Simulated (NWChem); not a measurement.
MgSiH$_{3}$F; SMILES [F][Mg][SiH3]

```xyz
6

Mg    -0.0130     0.8557    -0.0002
F      0.1350     2.5942     0.0002
Si    -0.2305    -1.7007    -0.0007
H      0.4039    -2.3283    -1.1992
H     -1.6543    -2.1538     0.0051
H      0.4141    -2.3297     1.1916
```
Atoms are numbered in this order, from 1.

Results from NWChem. The geometry was optimised at B3LYP/6-31G* (spherical d). GIAO values for the isolated, static molecule; σ is the absolute isotropic shielding, δ = σ(reference) − σ with the isolated reference molecule computed at the same levels (19F: trichlorofluoromethane, 1H: tetramethylsilane, 29Si: tetramethylsilane).

Task: What does the run give for LDA (Slater exchange, VWN5)/pcSseg-1? Quantities: σ Mg1 (ppm); δ F2 (ppm); δ Si3 (ppm); δ H4 (ppm).

Result: 
```json
{
  "σ Mg1 (ppm)": "480.4",
  "δ F2 (ppm)": "-207.0",
  "δ Si3 (ppm)": "-169.9",
  "δ H4 (ppm)": "3.27"
}
```
